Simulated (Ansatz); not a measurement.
Ideal-gas functions of CHBFNO, SMILES `O=C=NBF` at 400 K and 1 bar, from an Ansatz frequency run at PBE0-D4/def2-TZVP.

Molar mass 72.83 g/mol, point group Cs (symmetry number 1), electronic degeneracy 1, moments of inertia 6.984, 227.88, 234.864 u Å². Harmonic wavenumbers (cm⁻¹, unscaled): 96, 103, 446, 640, 656, 897, 952, 1109, 1335, 1589, 2406, 2662.

Use S(trans) = R[1.5 ln M + 2.5 ln T − 1.1517]; rotational temperatures θ = 24.2544 K / I; S(rot) = R[ln(√π/σ · √(T³/θAθBθC)) + 1.5]; for each mode x = 1.438777 ν̃/T, S = R[x/(eˣ − 1) − ln(1 − e⁻ˣ)] and H = RT x/(eˣ − 1); 1 cm⁻¹ = 0.0119627 kJ/mol; R = 8.31446 J/(mol·K).

Q: By hand: the entropy, in J/(mol·K).

A: Translation 168.4. Rotation: θ = 3.4729, 0.1064, 0.1033 K, giving 105.5. Vibration, mode by mode: 17.20, 16.62, 5.22, 3.00, 2.87, 1.45, 1.23, 0.78, 0.40, 0.18, 0.01, 0.01, in all 49.0. Electronic 0.0. Sum 322.9 J/(mol·K).

Q: By hand: H − E and G − E in kJ/mol, counted from the electronic energy.

A: Zero-point energy ½ × 12891 × 0.0119627 = 77.1; thermal vibration 9.8; translation, rotation and pV give 4 RT = 13.3. H − E = 100.2 kJ/mol, and G − E = 100.2 − 400 × 322.9/1000 = -29.0 kJ/mol.

Vibration gives 15 % of the entropy, 33.8 J/(mol·K) of it from the modes under 150 cm⁻¹: soft modes count most, and the harmonic formula is weakest for them. The sum counts one conformer and one mirror image; others add a mixing term.
